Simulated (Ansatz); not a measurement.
`FC(F)(F)c1cnc(-c2cnc(-c3cnc(-c4cnc(C(F)(F)F)s4)s3)s2)s1`. Total charge 0; triplet. Geometry r2SCAN-D4/def2-SVP, that of the neutral singlet.

```xyz
32

F     1.516    7.808    3.504
C     1.120    7.746    2.221
F     0.024    8.507    2.091
F     2.099    8.301    1.486
C     0.831    6.346    1.794
C    -0.363    5.837    1.332
N    -0.356    4.519    1.010
C     0.827    3.984    1.214
C     1.146    2.603    0.965
C     2.340    1.912    1.136
N     2.327    0.604    0.810
C     1.135    0.233    0.381
C     0.842   -1.115   -0.034
C     1.732   -2.186   -0.045
N     1.238   -3.365   -0.474
C    -0.030   -3.265   -0.811
C    -0.806   -4.376   -1.305
C    -0.352   -5.676   -1.498
N    -1.270   -6.554   -1.975
C    -2.421   -5.974   -2.154
C    -3.651   -6.670   -2.675
F    -3.410   -7.953   -2.910
F    -4.661   -6.577   -1.793
F    -4.076   -6.098   -3.816
S    -2.481   -4.276   -1.749
S    -0.706   -1.654   -0.605
S    -0.062    1.515    0.353
S     2.035    5.107    1.831
H    -1.273    6.430    1.219
H     3.261    2.370    1.510
H     2.772   -2.091    0.275
H     0.672   -5.988   -1.288
```

Single mean-field runs in def2-TZVP are fitted with def2-universal-jkfit. At PBE0-D4/def2-TZVP a singlet of charge 0 lies 1.97 eV below the triplet at the same geometry.

Task: Estimate the α-spin orbital energies around the gap (eV) in Ansatz with PBE-D4/def2-TZVP, PBE0-D4/def2-TZVP.

Result: 
| orbital | PBE-D4/def2-TZVP | PBE0-D4/def2-TZVP |
| --- | --- | --- |
| HOMO−5 | -7.39 | -8.71 |
| HOMO−4 | -7.20 | -8.66 |
| HOMO−3 | -7.11 | -8.66 |
| HOMO−2 | -6.82 | -7.94 |
| HOMO−1 | -6.06 | -7.08 |
| HOMO | -4.01 | -4.62 |
| LUMO | -3.23 | -2.71 |
| LUMO+1 | -2.50 | -1.81 |
| LUMO+2 | -2.24 | -1.33 |
| LUMO+3 | -1.75 | -0.86 |
| LUMO+4 | -1.56 | -0.59 |
| LUMO+5 | -1.42 | -0.46 |
| β HOMO | -6.53 | -7.27 |
| β LUMO | -5.61 | -5.17 |
